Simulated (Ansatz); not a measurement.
```xyz
10

N     1.1180   -0.0058    0.0081
C     0.3263    1.1239    0.0040
C    -0.9843    0.7014    0.0033
C    -0.9924   -0.7101   -0.0030
C     0.3411   -1.1154   -0.0061
H     2.1265    0.0060    0.0080
H     0.7782    2.1221    0.0014
H    -1.8597    1.3719    0.0019
H    -1.8559   -1.3677   -0.0091
H     0.7609   -2.1165   -0.0020
```

Basis set: STO-3G (spherical functions). Left uncorrelated: 5 orbitals. Charge 0, multiplicity 1.

Computed with Ansatz (development build ahead of 0.2.0); each method stands on the lowest determinant of its kind that the runs found. Restricted open shells among the atoms or ions are ROHF, correlated in semicanonical orbitals with singles.

Task: Give the atomization energy at this shape (free ground-state atoms in the same class of orbitals less the molecule, no zero-point energy) of singlet C₄H₅N by RHF-MP2, RHF.

Result:

| method | atomization energy |
| --- | --- |
| RHF-MP2 | 44.27 eV |
| RHF | 37.46 eV |

This basis has no polarisation functions and is too small for such energies, which can lie far from measured ones in either direction.
